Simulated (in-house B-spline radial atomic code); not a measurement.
Eu⁵⁺: [He] 2s2 (2p1/2)2 (2p3/2)3 3s2 3p6 3d10 4s2 4p6 4d10 4f5 5s2 5p6 (with a hole in an inner shell)

Method: Dirac-Hartree-Fock, average of the jj configuration, Fermi nucleus of rms radius 5.1115 fm. Calculated with a radial B-spline atomic code at the basis-set limit.

Z_r = [3n² - l(l+1)]/(2<r>); Z_e = n√(-2ε); the last column is Slater's effective charge. Values are occupation-weighted means over j. An effective charge above Z reflects the relativistic contraction of the inner shells.

```json
{"shell": "1s", "electrons": "2", "ε (eV)": "-49133", "<r> (bohr)": "0.0223", "Z_r": "67.26", "Z_e": "60.09", "Slater": "62.70"}
{"shell": "2s", "electrons": "2", "ε (eV)": "-8346.9", "<r> (bohr)": "0.09409", "Z_r": "63.77", "Z_e": "49.54", "Slater": "59.20"}
{"shell": "2p", "electrons": "5", "ε (eV)": "-7554", "<r> (bohr)": "0.08292", "Z_r": "60.30", "Z_e": "47.13", "Slater": "59.20"}
{"shell": "3s", "electrons": "2", "ε (eV)": "-1969.6", "<r> (bohr)": "0.2457", "Z_r": "54.95", "Z_e": "36.10", "Slater": "52.60"}
{"shell": "3p", "electrons": "6", "ε (eV)": "-1692.3", "<r> (bohr)": "0.2433", "Z_r": "51.38", "Z_e": "33.46", "Slater": "52.60"}
{"shell": "3d", "electrons": "10", "ε (eV)": "-1312.7", "<r> (bohr)": "0.2213", "Z_r": "47.44", "Z_e": "29.47", "Slater": "42.85"}
{"shell": "4s", "electrons": "2", "ε (eV)": "-477.05", "<r> (bohr)": "0.5551", "Z_r": "43.23", "Z_e": "23.69", "Slater": "36.25"}
{"shell": "4p", "electrons": "6", "ε (eV)": "-380.7", "<r> (bohr)": "0.5836", "Z_r": "39.41", "Z_e": "21.16", "Slater": "36.25"}
{"shell": "4d", "electrons": "10", "ε (eV)": "-239.74", "<r> (bohr)": "0.6292", "Z_r": "33.38", "Z_e": "16.79", "Slater": "24.85"}
{"shell": "5s", "electrons": "2", "ε (eV)": "-119.79", "<r> (bohr)": "1.287", "Z_r": "29.13", "Z_e": "14.84", "Slater": "14.00"}
{"shell": "5p", "electrons": "6", "ε (eV)": "-90.475", "<r> (bohr)": "1.434", "Z_r": "25.46", "Z_e": "12.89", "Slater": "14.00"}
{"shell": "4f", "electrons": "5", "ε (eV)": "-90.266", "<r> (bohr)": "0.7431", "Z_r": "24.22", "Z_e": "10.30", "Slater": "16.60"}
```

The least bound orbital is 5p3/2 at -88.63 eV, and it is also the most diffuse (<r> = 1.455 bohr). The part-filled 2p shell lies below the filled 5p shell in orbital energy.

For the 1s electron the small component carries 5.5 % of the norm, the zero-frequency Breit interaction raises the level by 140.8 eV, self-energy by 85.47 eV, and vacuum polarisation lowers it by 13.72 eV.
